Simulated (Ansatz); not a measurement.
Mulliken charges of FH3NOSi (`N[SiH]([O])F`) radical from PBE/def2-TZVPP in Ansatz (PBE0-D4/def2-TZVP geometry).

```json
{"atom": "N1", "x (Å)": "-0.587", "y (Å)": "0.809", "z (Å)": "-0.219", "charge (e)": "-0.285"}
{"atom": "Si2", "x (Å)": "0.448", "y (Å)": "-0.542", "z (Å)": "-0.022", "charge (e)": "0.647"}
{"atom": "O3", "x (Å)": "0.185", "y (Å)": "-0.859", "z (Å)": "1.549", "charge (e)": "-0.353"}
{"atom": "F4", "x (Å)": "-0.018", "y (Å)": "-1.738", "z (Å)": "-0.955", "charge (e)": "-0.271"}
{"atom": "H5", "x (Å)": "-1.561", "y (Å)": "0.725", "z (Å)": "0.031", "charge (e)": "0.187"}
{"atom": "H6", "x (Å)": "-0.238", "y (Å)": "1.738", "z (Å)": "-0.038", "charge (e)": "0.177"}
{"atom": "H7", "x (Å)": "1.833", "y (Å)": "-0.201", "z (Å)": "-0.393", "charge (e)": "-0.102"}
```

Task: By hand: the dipole of these point charges (1 e Å = 4.8032 D).

Result: Σ q r = (-0.124, 0.657, -0.201) e Å, of length 0.698 e Å = 3.35 D.

Task: How does the dipole of the full density compare? (An estimate is asked.)

Result: The calculation gave: (-0.147, 0.647, -0.248) e Å, 3.40 D; the point charges give 0.99 times that, at 4° from its direction.

Point charges leave out the atoms' own dipoles, such as those of lone pairs, and Mulliken's split depends on the basis, so the close match here is no proof of good charges.
